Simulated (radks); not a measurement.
Values are calculated unless marked as measured or tabulated.
All-electron atom: Eu4+ in [Xe] 4f5.

Level of theory: scalar-relativistic Kohn-Sham, r2SCAN, spin-polarised, spherical densities, finite nucleus; open shells are filled with parallel spins first (spin-orbit coupling, left out, can overturn this in heavy ions); meta-GGA in the generalised Kohn-Sham scheme; Fermi nuclear charge, rms radius 5.1115 fm (a radial shooting solver on a logarithmic mesh with Libxc functionals).

Energy parts (Ry):
total: -21683.2468
kinetic: 23229.4020
electron-nucleus: -52625.6216
Hartree: 8194.8688
exchange-correlation: -481.8961

Orbitals (lengths in bohr, moments of r in powers of bohr; <r^-3> diverges for s and p1/2):
| orbital | occ. | eigenvalue (Ry) | <r^-3> | <r^2> |
|---|---|---|---|---|
| 1s up | 1 | -3563.847 | - | 0.0006795 |
| 1s down | 1 | -3563.846 | - | 0.0006795 |
| 2s down | 1 | -590.0456 | - | 0.01068 |
| 2s up | 1 | -590.0447 | - | 0.01068 |
| 2p up | 3 | -525.8796 | 10780 | 0.008596 |
| 2p down | 3 | -525.8795 | 10780 | 0.008596 |
| 3s up | 1 | -133.6524 | - | 0.07102 |
| 3s down | 1 | -133.4695 | - | 0.07089 |
| 3p up | 3 | -113.5785 | 2251 | 0.07124 |
| 3p down | 3 | -113.3953 | 2257 | 0.07109 |
| 3d up | 5 | -86.71788 | 303.3 | 0.06014 |
| 3d down | 5 | -86.57498 | 304.1 | 0.05995 |
| 4s up | 1 | -30.12162 | - | 0.3594 |
| 4s down | 1 | -29.67867 | - | 0.3593 |
| 4p up | 3 | -23.45736 | 499.6 | 0.4044 |
| 4p down | 3 | -23.01259 | 498.9 | 0.4046 |
| 4d up | 5 | -14.12969 | 56.85 | 0.4852 |
| 4d down | 5 | -13.68271 | 56.65 | 0.4875 |
| 5s up | 1 | -6.73128 | - | 1.928 |
| 5s down | 1 | -6.52808 | - | 1.998 |
| 5p up | 3 | -4.97322 | 80.79 | 2.467 |
| 5p down | 3 | -4.82612 | 75.42 | 2.561 |
| 4f up | 5 | -4.01874 | 8.142 | 0.8259 |
| 4f down | 0 | -3.60437 | 7.887 | 0.8903 |

The highest occupied level is 4f up at -54.678 eV. The density falls to 0.001 e/bohr^3 at r = 3.11 bohr. Spin moment in Bohr magnetons: 5. The spin density at the nucleus is 5.01 e/bohr^3 (1s 0.01, 2s -0.37, 3s -14.33, 4s 1.88, 5s 17.82).
